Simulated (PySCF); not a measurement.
Cost against size for one kind of job: PBE0-D3(BJ)/def2-SVP geometry optimisation, gas phase in PySCF; work: geometry optimisation from a GFN2-xTB start. Hardware: one thread, Arm Neoverse V1 (shared host). The host was shared with other jobs, so the times are rough.

```
     species (SMILES)  atoms  electrons  basis functions  SCF cycles  gradient evaluations  wall time
          [H]/N=C\C#N      6         28               66          34                     5      6.3 s
C=C(F)C(F)(F)C(F)(F)F     12         80              150          66                    10    1.7 min
          O=CN1CCOCC1     17         62              157          47                     7          ?
    CCC[C@H](C)C(N)=O     21         64              177          35                     5          ?
          CCCNC(=O)CC     21         64              177          42                     6          ?
```

Problem. Estimate the withheld figures.

Solution. `O=CN1CCOCC1`: 78 s; `CCC[C@H](C)C(N)=O`: 77 s; `CCCNC(=O)CC`: 98 s.

Problem. With all rows, how does the wall time grow with the number of basis functions N?

Solution. A straight line through log(time) against log(N) has slope 2.8 between N = 66 and 177, and the rows scatter about it by a factor of about 1.4 (standard error of the fit). This is a fit to these rows, whose iteration counts differ, not the method's formal scaling.
